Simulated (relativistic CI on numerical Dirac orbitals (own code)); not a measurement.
**Hyperfine structure of Sb I, mass number 125**

Computed by Dirac-Coulomb-Breit CI, orbitals from a KLI potential per configuration, QED by a radiative potential, valence Slater integrals scaled by 0.85, P86 correlation energy added to each configuration (own radial code, finite nucleus).

CI space (outside the closed core [Kr] 4d10): 5s²5p³, 5s²5p²6s, 5s²5p²5d, 5s5p⁴, 5s²5p²7s, 5s²5p²6p, 5s²5p²7p, 5s²5p²6d, 5s²5p5d², 5s²5p²4f, 5s²5p²7d, 5s²5p²5f, 5s²5p²5g, 5s²5p²6f, 5s²5p²7f, 5p⁵. Levels of other configurations are missing.

Nuclear spin I = 7/2, μ = 2.63 μN (tables of Stone and Pyykkö). The electronic factors are computed for point nuclear moments, without core polarisation; leaving it out makes A of s and p electrons in near-neutral atoms 20 to 40 % too small, and it can dominate for d and f shells.

| Level | E (cm⁻¹) | A (MHz) |
| --- | --- | --- |
| 5s²5p³ ²D°3/2 | 9758.7 | 334.6 |
| 5s²5p³ ²D°5/2 | 11446.6 | 836.3 |
| 5s²5p³ ²P°1/2 | 15604.9 | 2644 |
| 5s²5p³ ²P°3/2 | 17896.6 | 409 |
| 5s²5p²6s ⁴P1/2 | 45150.5 | 1004 |
| 5s²5p²6s ⁴P3/2 | 47764.9 | 227.5 |
| 5s²5p²6s ²P1/2 | 49050.3 | -433.5 |
| 5s²5p²6s ⁴P5/2 | 50297.3 | 906.3 |

Levels with J = 0, under 50 % of one LS term, or S terms without an open s electron are left out. Small factors come from cancelling terms and can be off by tens of per cent or more.

For a near-neutral ion this model can misplace configurations by up to about 10,000 cm⁻¹ (more where the count of f electrons changes) and terms by 10 to 25 % of their spread. Rates follow the energies as ν³ (E1, M1) or ν⁵ (E2), so they and the lifetimes can be off by large factors. The fine structure of a lone outer electron comes out too small, for d and f at times inverted, and misplaced configurations move strength between like terms. 14 of the 20 excited levels that our extract of the measured tables holds in this range could be paired (the sources list more); they are missed by 1780 cm⁻¹ on average and 2863 at most, and levels without a partner can miss by more.

(1) Give the hyperfine levels of 5s²5p³ ²P°1/2 relative to its centre of gravity.

Results:

(1) With K = F(F + 1) − I(I + 1) − J(J + 1), E = AK/2: F = 3: -5950, F = 4: 4628 MHz.

LS names give the leading component of a level, which can be under half, so a name can repeat, a term be missing and a line seem to break the LS rules.
